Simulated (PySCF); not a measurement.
**Excitation energy of Ce⁺ by level of theory**

Ce⁺ [Xe] 4f1 5d2 (high-spin determinant) → Ce⁺ [Xe] 5d3 (4F), as a difference of total energies. All numbers are calculated (PySCF 2.14, scalar relativity by spin-free X2C-1e, in x2c-TZVPPall). Correlated levels: valence: [Kr] 4d10 frozen; valence and next inner shell: [Ar] 3d10 frozen. The calculations carry no spin-orbit coupling.

```csv
method,excitation energy (eV)
UHF,2.630
TPSSh,4.103
MP2 (valence),2.619
MP2 (valence and next inner shell),2.616
SCS-MP2 (valence and next inner shell),2.677
```

Q: Estimate what B2PLYP gives.

A: 3.537 eV, closest to TPSSh among the rows shown.

Q: Estimate what SCS-MP2 (valence) gives.

A: 2.659 eV, closest to SCS-MP2 (valence and next inner shell) among the rows shown.

The determinant of the lower state mixes LS terms, which raises its energy above the lowest term, most at the Hartree-Fock and MP2 levels.
